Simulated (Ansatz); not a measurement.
System: CH$_{4}$Si, charge 0, triplet. This triplet is an excited state, 1.6 eV above the singlet at CCSD(T)/cc-pV(Q+d)Z (Ansatz, a first-principles code). CH4Si (parent SMILES C=[SiH2], triplet).
B3LYP-D3(BJ)/def2-TZVP minimum from Ansatz:
```
C
H 1 1.0836
H 1 1.0868 2 114.52
Si 1 1.8448 2 123.23 3 -180.00
H 4 1.4901 1 111.72 2 -119.30
H 4 1.4901 5 108.22 1 123.40
```
Charge 0, spin multiplicity 3.

Total energies in aug-cc-pV(D+d)Z, 12 correlated electrons, 6 frozen orbitals. Radicals and triplets start from unrestricted determinants; spin-orbit coupling is neglected. Correlated methods leave the cores frozen. No relativity. The spin of CH4Si (parent SMILES C=[SiH2], triplet) was assumed, and the state is the lowest solution found for it.

```
method    program  energy (Eh)  minus CCSDT(Q) (mEh)
--------  -------  -----------  --------------------
HF         Ansatz   -329.05225                259.20
MP2        Ansatz   -329.26277                 48.69
CCSD       Ansatz   -329.30305                  8.41
CCSD(T)    Ansatz   -329.30995                  1.50
CCSDT(Q)   Ansatz   -329.31146                  0.00
```

Rough core times of Ansatz's runs on a shared machine: CCSD(T) under 20 s, CCSDT(Q) 9 min.
